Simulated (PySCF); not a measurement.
CH₄BI, SMILES B(I)C. Heavy atoms are numbered as in [BH:1]([I:3])[CH3:4]. Hydrogens are named by the atom that carries them.

Geometry optimised at B3LYP-D3(BJ)/def2-SVP. The def2 effective core potentials stand for the cores of I; spin–orbit coupling is left out.

Computed with PBE0/def2-TZVPD (PySCF).

Mulliken values depend strongly on the basis, most of all with diffuse functions as here. ESP charges are fitted to the potential on shells at 1.4 to 2.0 van der Waals radii. Atomic charges (e), one atom of each kind:

```tsv
atom	Mulliken	ESP fit
B1 (BH)	-0.05	0.28
H on B1	0.04	-0.08
I3	-0.12	-0.14
C4 (CH3)	-0.44	-0.50
H on C4	0.19	0.16
```
